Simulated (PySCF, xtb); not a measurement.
borazine (B3H6N3), SMILES B1NBNBN1.

Harmonic wavenumbers (cm⁻¹) from GFN2-xTB run with xtb at its own minimum, in rising order: 264, 264, 419, 498, 498, 654, 715, 715, 805, 805, 808, 833, 945, 945, 946, 1021, 1084, 1084, 1197, 1252, 1317, 1317, 1414, 1414, 2582, 2583, 2592, 3463, 3463, 3465.

What does PBE-D3(BJ)/def2-SVP (PySCF) give at its own minimum? (The exact figures need the calculation; the answer reports its results.)

286, 286, 406, 512, 512, 701, 701, 712, 842, 893, 893, 903, 921, 921, 927, 1007, 1045, 1045, 1228, 1267, 1349, 1349, 1458, 1458, 2548, 2548, 2557, 3561, 3563, 3563. Paired by order, the mean absolute difference is 39 cm⁻¹ and the zero-point energies are 56.3 and 57.1 kcal/mol.
